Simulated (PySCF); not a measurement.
**Radial density of P⁺ (phosphorus, charge +1)**

UHF, [Ne] 3s2 3p2, high-spin 3P determinant. All numbers are calculated (PySCF 2.14, scalar relativity by spin-free X2C-1e, in x2c-TZVPPall).

```
r (bohr)  4πr²ρ (e/bohr)  4πr²(ρα − ρβ)
 0.00186          0.1031         0.0000
 0.00313          0.2763         0.0000
 0.00526          0.7081         0.0000
 0.00885           1.757         0.0001
  0.0149           4.064         0.0003
  0.0251           8.366         0.0010
  0.0421           14.08         0.0040
  0.0709           17.12         0.0175
   0.119           13.46         0.0676
   0.201           11.08         0.1748
   0.337           15.83         0.2050
   0.567           11.02         0.0063
   0.954           2.719         0.2737
    1.60           2.395         1.0566
    2.70           1.001         0.5877
    4.54         0.06040         0.0447
    7.64       0.0001728         0.0002
```

Densities and radii are taken from the X2C orbitals without a picture-change correction, which distorts them close to the nucleus.
